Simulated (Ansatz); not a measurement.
`CCCCCCCCCC[S][Au]`. The state is a triplet with charge 0. Geometry PBE-D4/def2-SVP, that of the neutral singlet; atoms count from 1.

```xyz
33

C     3.0975   -2.5094    4.1396
C     2.6011   -1.3484    3.2751
C     1.4321   -1.7242    2.3579
C     0.9273   -0.5677    1.4900
C    -0.2415   -0.9410    0.5729
C    -0.7361    0.2193   -0.2964
C    -1.8879   -0.1592   -1.2350
C    -2.4527    1.0069   -2.0599
C    -1.4456    1.6266   -3.0371
C    -2.0295    2.7811   -3.8492
S    -0.8973    3.5422   -5.0744
Au    0.8241    4.2851   -3.7869
H     3.9424   -2.2064    4.7909
H     2.2904   -2.8962    4.7971
H     3.4455   -3.3581    3.5136
H     2.2939   -0.5002    3.9274
H     3.4393   -0.9581    2.6549
H     1.7375   -2.5710    1.7013
H     0.5913   -2.1156    2.9755
H     0.6236    0.2798    2.1464
H     1.7682   -0.1779    0.8718
H    -1.0852   -1.3288    1.1883
H     0.0621   -1.7882   -0.0836
H     0.1207    0.6130   -0.8871
H    -1.0589    1.0603    0.3598
H    -2.7104   -0.6048   -0.6329
H    -1.5489   -0.9662   -1.9239
H    -2.8267    1.7969   -1.3691
H    -3.3430    0.6539   -2.6262
H    -0.5620    2.0147   -2.4829
H    -1.0529    0.8511   -3.7303
H    -2.8632    2.4247   -4.4981
H    -2.4551    3.5655   -3.1895
```

In the def2 sets Au takes a core potential; there is no spin–orbit coupling. At PBE0-D4/def2-SVP a singlet of charge 0 lies 1.65 eV below the triplet at the same geometry.

Estimate the Mulliken populations of the heavy atoms from the PBE0/def2-SVP orbitals of Ansatz.


| atom | charge (e) | spin (α − β) | d electrons |
| --- | --- | --- | --- |
| C1 | -0.08 | 0.00 | – |
| C2 | -0.10 | 0.00 | – |
| C3 | -0.08 | 0.00 | – |
| C4 | -0.06 | 0.00 | – |
| C5 | -0.06 | 0.00 | – |
| C6 | -0.10 | 0.00 | – |
| C7 | -0.04 | 0.00 | – |
| C8 | -0.05 | 0.00 | – |
| C9 | -0.09 | 0.02 | – |
| C10 | -0.17 | -0.05 | – |
| S11 | 0.00 | 1.02 | – |
| Au12 | -0.15 | 0.97 | 9.59 |
Mulliken values and Mayer orders depend strongly on the basis.

Where does the spin sit?

Summed by element: C -0.02, S 1.02, Au 0.97, H 0.03, of 2 unpaired in all. Largest on single atoms: S11 1.02, Au12 0.97, C10 -0.05.

And the Mayer bond orders between bonded heavy atoms (over 0.3)?

S11–Au12 0.89 (2.27 Å); C1–C2 1.09 (1.53 Å); C2–C3 1.07 (1.53 Å); C3–C4 1.07 (1.53 Å); C4–C5 1.07 (1.53 Å); C5–C6 1.07 (1.53 Å); C6–C7 1.06 (1.53 Å); C7–C8 1.09 (1.54 Å); C8–C9 1.06 (1.53 Å); C9–C10 1.02 (1.53 Å); C10–S11 0.99 (1.83 Å).
